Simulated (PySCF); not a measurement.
Isomers of C5H12OSSi2, one GFN2-xTB conformer each. Single-point energies are computed at PBE0/pcSseg-1 (PySCF, gas phase, no added dispersion term), electronic only.

```csv
SMILES,GFN2-xTB relative energy (kcal/mol)
C=C1[C@@H](C[SiH3])CS[Si@@H]1O,0.0
C=C[SiH2]S[Si](C)(C)C=O,55.8
[SiH3]O[C@@H]1C[C@@]12C[C@H]2S[SiH3],7.7
C=C(C[SiH3])[SiH2]OC(C)=S,21.0
C=C[SiH2]S[C@@](C)([SiH3])C=O,51.7
```

Conformers: `[CH2:1]=[C:2]1[C@@H:3]([CH2:4][SiH3:5])[CH2:6][S:7][Si@@H:8]1[OH:9]` with C2–C3–C4–Si5 -166°, S7–Si8–O9–H -45°, C1–C2–C3–C4 102°, C2–C3–C6–S7 -47°, C3–C6–S7–Si8 27°, C6–S7–Si8–O9 119°; `[CH2:1]=[CH:2][SiH2:3][S:4][Si:5]([CH3:6])([CH3:7])[CH:8]=[O:9]` with C1–C2–Si3–S4 26°, C2–Si3–S4–Si5 58°, Si3–S4–Si5–C6 -101°, S4–Si5–C8–O9 -12°; `[SiH3:1][O:2][C@@H:3]1[CH2:4][C@@:5]12[CH2:6][C@H:7]2[S:8][SiH3:9]` with Si1–O2–C3–C4 -178°, C6–C7–S8–Si9 164°; `[CH2:1]=[C:2]([CH2:3][SiH3:4])[SiH2:5][O:6][C:7]([CH3:8])=[S:9]` with C1–C2–C3–Si4 -9°, C1–C2–Si5–O6 0°, C2–Si5–O6–C7 180°, Si5–O6–C7–C8 180°; `[CH2:1]=[CH:2][SiH2:3][S:4][C@@:5]([CH3:6])([SiH3:7])[CH:8]=[O:9]` with C1–C2–Si3–S4 89°, C2–Si3–S4–C5 38°, Si3–S4–C5–C6 63°, S4–C5–C8–O9 149°.

Problem. What does PBE0/pcSseg-1 give for the same structures?

Solution. 
```
                              SMILES  PBE0/pcSseg-1 E (Eh)  PBE0/pcSseg-1 (kcal/mol)  GFN2-xTB (kcal/mol)  point group
      C=C1[C@@H](C[SiH3])CS[Si@@H]1O           -1249.43232                       0.0                  0.0           C1
             C=C[SiH2]S[Si](C)(C)C=O           -1249.41402                      11.5                 55.8           C1
           C=C(C[SiH3])[SiH2]OC(C)=S           -1249.37954                      33.1                 21.0      near Cs
       C=C[SiH2]S[C@@](C)([SiH3])C=O           -1249.35730                      47.1                 51.7           C1
[SiH3]O[C@@H]1C[C@@]12C[C@H]2S[SiH3]           -1249.33591                      60.5                  7.7           C1
```

Both levels put the same isomer lowest; measured from each level's own lowest isomer, the values differ by up to 52.8 kcal/mol ([SiH3]O[C@@H]1C[C@@]12C[C@H]2S[SiH3]: 7.7 against 60.5). As drawn, the lowest has an O–H bond, an Si–C bond and a C=C bond outside aromatic rings, which the highest lacks; the highest has a three-membered ring and a quaternary carbon, which the lowest lacks.

Problem. Which frontier levels, dipoles and rotational constants go with these structures?

Solution. 
```
                              SMILES  HOMO (eV, PBE0/pcSseg-1)  LUMO (eV)  dipole (D)       A, B, C (MHz)
      C=C1[C@@H](C[SiH3])CS[Si@@H]1O                     -6.89      -0.68        2.48  1699, 632.7, 523.2
             C=C[SiH2]S[Si](C)(C)C=O                     -6.99      -1.64        3.24  1366, 740.5, 701.5
           C=C(C[SiH3])[SiH2]OC(C)=S                     -6.67      -1.43        2.12  3034, 359.8, 325.6
       C=C[SiH2]S[C@@](C)([SiH3])C=O                     -7.10      -1.29        0.89  1461, 738.6, 595.9
[SiH3]O[C@@H]1C[C@@]12C[C@H]2S[SiH3]                     -6.69       0.27        1.35  1061, 889.0, 600.4
```

Problem. As an exercise, what shares would exp(−E/RT) give at 2000 K from these electronic energies alone (no entropy, no degeneracies)?

Solution. RT = 3.974 kcal/mol: C=C1[C@@H](C[SiH3])CS[Si@@H]1O 94.7 %, C=C[SiH2]S[Si](C)(C)C=O 5.3 %, C=C(C[SiH3])[SiH2]OC(C)=S under 0.1 %, C=C[SiH2]S[C@@](C)([SiH3])C=O under 0.1 %, [SiH3]O[C@@H]1C[C@@]12C[C@H]2S[SiH3] under 0.1 %.
